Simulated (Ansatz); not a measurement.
Ansatz (a quantum-chemistry and plane-wave program) input (B3LYP-D3(BJ)/def2-TZVP):

Ansatz 0.2 input:
```yaml
crystal:
  periodic: [false, false, false]
  atoms:
    - {symbol: Cu, position_ang: [-0.85963757, -0.57932862, -0.71502024]}
    - {symbol: I, position_ang: [0.85597847, 0.59251772, 0.76335446]}
basis:
  gaussian:
    orbitals: def2-TZVP
hamiltonian:
  xc: b3lyp
  dispersion: d3bj
total_charge: -1
magnetization: {spin_polarized: true, initial_magnetization: 1}
relax: {f_tol: 0.002, max_steps: 150}
```

Output:

```
Functional definition: B3LYP
integrals: 0.05 GiB planned
977 factors; integrals over basis functions are off by at most 4.0e-4 eV
mean field: 0.63 GiB planned
mean field evaluation 1: about -52707.9169 eV, gradient 1.5e2 eV
mean field evaluation 2: about -52583.4653 eV, gradient 3.0e2 eV
mean field evaluation 4: about -52744.5213 eV, gradient 2.8e1 eV
mean field evaluation 8: about -52748.5030 eV, gradient 3.3e-1 eV
mean field evaluation 16: about -52748.5381 eV, gradient 1.4e-4 eV
mean field -52748.53813113 eV, -1938.4730220756 hartree, gradient 2.7e-5 eV, S^2 0.752078; 0 other end points of the search recorded, 0 dependent functions left out
the calculation of the forces begins
reference -52748.53830249 eV, -1938.4730283730 hartree; 28, 27 occupied and 67, 68 virtual orbitals, 977 factors
relax step   1: F+E_penalty+E_count = -52748.62053325 eV  Δ(F+E_penalty+E_count) = +0.000e0 eV  max|allowed force component| = 1.763e-1 eV/Å  Δτ_max = 0.0000 Å  (34 SCF iters, accepted)
these checks for a lower state are left out or cut short: starts, cluster_reference, orbital_swaps, neighbouring_geometries, increment
integrals: 0.05 GiB planned
977 factors; integrals over basis functions are off by at most 4.2e-4 eV
mean field: 0.63 GiB planned
mean field -52748.54507844 eV, -1938.4732773848 hartree, gradient 1.6e-5 eV, S^2 0.752090; 0 other end points of the search recorded, 0 dependent functions left out
the calculation of the forces begins
reference -52748.54524980 eV, -1938.4732836819 hartree; 28, 27 occupied and 67, 68 virtual orbitals, 977 factors
relax step   2: F+E_penalty+E_count = -52748.62732040 eV  Δ(F+E_penalty+E_count) = -6.787e-3 eV  max|allowed force component| = 6.503e-2 eV/Å  Δτ_max = 0.0192 Å  (39 SCF iters, accepted)
these checks for a lower state are left out or cut short: starts, cluster_reference, orbital_swaps, neighbouring_geometries, increment
integrals: 0.05 GiB planned
977 factors; integrals over basis functions are off by at most 4.2e-4 eV
mean field: 0.63 GiB planned
mean field evaluation 32: about -52748.5464 eV, gradient 2.1e-4 eV
mean field -52748.54638042 eV, -1938.4733252317 hartree, gradient 1.5e-5 eV, S^2 0.752097; 0 other end points of the search recorded, 0 dependent functions left out
the calculation of the forces begins
reference -52748.54655177 eV, -1938.4733315285 hartree; 28, 27 occupied and 67, 68 virtual orbitals, 977 factors
relax step   3: F+E_penalty+E_count = -52748.62852703 eV  Δ(F+E_penalty+E_count) = -1.207e-3 eV  max|allowed force component| = 8.428e-3 eV/Å  Δτ_max = 0.0112 Å  (39 SCF iters, accepted)
these checks for a lower state are left out or cut short: starts, cluster_reference, orbital_swaps, neighbouring_geometries, increment
integrals: 0.05 GiB planned
977 factors; integrals over basis functions are off by at most 4.3e-4 eV
mean field: 0.63 GiB planned
mean field -52748.54641772 eV, -1938.4733266024 hartree, gradient 8.2e-5 eV, S^2 0.752098; 0 other end points of the search recorded, 0 dependent functions left out
the calculation of the forces begins
reference -52748.54658907 eV, -1938.4733328991 hartree; 28, 27 occupied and 67, 68 virtual orbitals, 977 factors
relax step   4: F+E_penalty+E_count = -52748.62854932 eV  Δ(F+E_penalty+E_count) = -2.228e-5 eV  max|allowed force component| = 6.229e-5 eV/Å  Δτ_max = 0.0018 Å  (26 SCF iters, accepted)
integrals: 0.05 GiB planned
977 factors; integrals over basis functions are off by at most 4.3e-4 eV
mean field: 0.63 GiB planned
mean field -52748.54641772 eV, -1938.4733266024 hartree, gradient 8.2e-5 eV, S^2 0.752098; 1 other end points of the search recorded, 0 dependent functions left out
the calculation of the forces begins
reference -52748.54658907 eV, -1938.4733328991 hartree; 28, 27 occupied and 67, 68 virtual orbitals, 977 factors
Total energy: -52748.62872066 eV, -1938.4763511795 hartree
Atom 0 at    -0.881255    -0.594094    -0.733648 Å, force    -0.000062    -0.000043    -0.000054 eV/Å
Atom 1 at     0.877596     0.607283     0.781983 Å, force     0.000062     0.000043     0.000054 eV/Å
Dipole moment:     0.169203     0.115574     0.145805 e Å
```

The spin state was set by rule; other spins were not relaxed.
